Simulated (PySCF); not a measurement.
These compounds are isomers of formula C₄H₉NO₂Si.

A. SMILES O(CCOC)[SiH2]C#N
B. `C=CO[SiH2]CC(N)=O`
C. SMILES O1[SiH](/C=N\[H])OCCC1
D. `C=NC(=C)O[SiH2]OC`

Spectrum 1. 13C{1H} NMR (computed): δ 126.4 (C), 76.4 (CH2), 65.8 (CH2), 59.0 (CH3).

Spectrum 2. 13C{1H} NMR (computed): δ 190.5 (CH), 68.0 (CH2), 35.4 (CH2).

Spectrum 3. 13C{1H} NMR (computed): δ 169.7 (C), 153.7 (CH2), 79.3 (CH2), 50.4 (CH3).

Spectrum 4. 13C{1H} NMR (computed): δ 173.6 (C), 152.8 (CH), 103.0 (CH2), 27.6 (CH2).

PySCF calculation with NMR shieldings at PBE0/pcSseg-1/GIAO and geometry from GFN2-xTB; equivalent nuclei averaged, one computed conformer, gas phase, non-relativistic Hamiltonian.

Referencing at the same level of theory: 13C vs TMS. Acid and N–H amide carbonyl carbons lie up to 10 ppm further downfield in solution (hydrogen bonding). Shifts are as computed. Against solution values, carbons near 30 ppm lie about +3 ppm off and those near 130 ppm about +5 ppm. Of 1211 compounds with measured shifts, 218 miss one by over three times the rms of a fit or turn the order of signals round; such compounds aren't used in these exercises. Groups on amide-type nitrogens are kept apart (slow C–N rotation).

**Question.** Match each spectrum to its structure.

**Answer.** 1–A, 2–C, 3–D, 4–B.

- Spectrum 1 (A): 4 13C signals; δC 126.4 is a nitrile carbon; δC 76.4 is an sp3 CH2 bonded to O.
- Spectrum 2 (C): 3 13C signals; δC 68.0 is an sp3 CH2 bonded to O; δC 35.4 is an sp3 CH2 in a ring.
- Spectrum 3 (D): 4 13C signals; δC 169.7 is an alkene carbon bearing oxygen; δC 79.3 is a β carbon of an enol-ether or enamine type C=C.
- Spectrum 4 (B): 4 13C signals; δC 173.6 is an amide carbonyl carbon; δC 152.8 is an alkene carbon bearing oxygen.
